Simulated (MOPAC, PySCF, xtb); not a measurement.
Noncovalent pair: HCl (SMILES Cl) (first 2 atoms) with Br2 (SMILES BrBr); geometry from B3LYP-D3(BJ)/def2-TZVP, rigid monomers moved along the line of their centres of mass till Cl1···Br4 is 2.91 Å.
(charge 0, multiplicity 1):
```xyz
4

Cl    -0.087    -0.258     0.079
H      0.959     0.486     0.074
Br     0.002     0.123     5.300
Br    -0.110    -0.097     2.987
```

Monomers are frozen at their geometry in the pair; levels with a basis set take the counterpoise correction. Rows marked so take none.

Rows in 6-31G* carry no dispersion term and start afresh at each structure (6-31G* with six Cartesian d functions); the Pople sets are all-electron and without relativity. The state reached by PM7 isn't checked; PM7 holds dispersion and hydrogen-bond terms.

Run with MOPAC for PM7 (differences of heats of formation); PySCF for 6-31G* rows; xtb for the GFN methods. Each number belongs to the level named beside it.

Q: One of these levels gives 0.28 kcal/mol for the interaction energy. Name it.
A. GFN-FF
B. HF/6-31G*
C. B3LYP/6-31G* (no counterpoise)
D. PM7

A: C, B3LYP/6-31G* (no counterpoise). The others give -1.89 (GFN-FF), 0.91 (PM7), 4.63 (HF/6-31G*)
